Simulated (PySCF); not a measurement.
C3H10O3Sn, SMILES `C[O][SnH]([O]C)[O]C`, neutral singlet in the gas phase. 

Cartesian coordinates (Å):
```xyz
17

C     -0.9516    -1.9834     0.1459
O     -1.1422    -1.2610    -1.0507
Sn     0.0438     0.2651    -1.5232
O      1.9556    -0.1795    -1.2705
C      2.5513    -0.1812     0.0118
O     -0.2757     1.6574    -0.1350
C     -1.5764     1.9639     0.3166
H     -0.9630    -1.3380     1.0464
H     -1.7750    -2.7112     0.2485
H     -0.0009    -2.5513     0.1514
H     -0.2551     0.6858    -3.1465
H      2.2397     0.6794     0.6307
H      3.6461    -0.1315    -0.1167
H      2.3218    -1.1062     0.5760
H     -1.4926     2.5531     1.2462
H     -2.1807     1.0643     0.5417
H     -2.1451     2.5742    -0.4129
```
Charge 0, multiplicity 1.

All levels are single points at this geometry (B3LYP-D3(BJ)/def2-SVP); Pople sets use spherical d functions. Orbital energies aren't observables, and empty levels follow the basis.

SVWN5/6-31G* (LANL2DZ on Sn) in PySCF gives dipole (D) = 1.04.

Q: Estimate the dipole (D) from each of these levels: M06-2X/def2-TZVP in PySCF; B3LYP/6-311+G** (LANL2DZ on Sn) in PySCF; B3LYP/6-31G* (LANL2DZ on Sn) in PySCF; B3LYP/LANL2DZ in PySCF; PBE/6-31G* (LANL2DZ on Sn) in PySCF.

A: 
```tsv
level	dipole (D)
M06-2X/def2-TZVP in PySCF	0.95
B3LYP/6-311+G** (LANL2DZ on Sn) in PySCF	1.14
B3LYP/6-31G* (LANL2DZ on Sn) in PySCF	1.02
B3LYP/LANL2DZ in PySCF	1.60
PBE/6-31G* (LANL2DZ on Sn) in PySCF	0.97
```
